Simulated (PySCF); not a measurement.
## Core-level binding energies of 4H-thiopyran-4-one

Species: 4H-thiopyran-4-one, C₅H₄OS.
Numbering: `[O:1]=[c:2]1[cH:3][cH:4][s:5][cH:6][cH:7]1`

Computed, not measured: PySCF 2.14.0, delta-SCF UKS SCAN, pcX-2 on the ionised atom, pcseg-1 elsewhere, spin-free X2C. Binding energies are ΔSCF values: E(core-ionised, relaxed orbitals) − E(ground state) at a fixed geometry, referred to the vacuum level.

Problem. What binding energy does each computed site have?

Solution. 
```csv
atom(s),environment,level,binding energy (eV),above the level's lowest (eV),count
S5,ring sulfur,S 1s,2478.54,0.00,1
O1,carbonyl oxygen,O 1s,536.37,0.00,1
C2,ring carbonyl carbon,C 1s,292.79,+2.03,1
C4/C6,unsaturated ring CH carbon,C 1s,291.80,+1.04,2
C3/C7,unsaturated ring CH carbon,C 1s,290.76,0.00,2
```

Lowest listed C 1s: C3/C7, bonded to 2 C (aromatic in the SMILES) and H. Highest, 2.03 eV above it: C2, bonded to O (double bond) and 2 C (aromatic in the SMILES).

Problem. What is the longest wavelength that can ionise O 1s of O1 vertically?

Solution. λ = hc/E = 12398.42 eV Å / 536.37 eV = 23.115 Å.

The first atom of each set that the bonding makes equivalent was ionised and stands for the set. Not every level is listed. Geometry: PBE0-D3(BJ)/def2-SVP; no solvent, vibrations or thermal averaging.
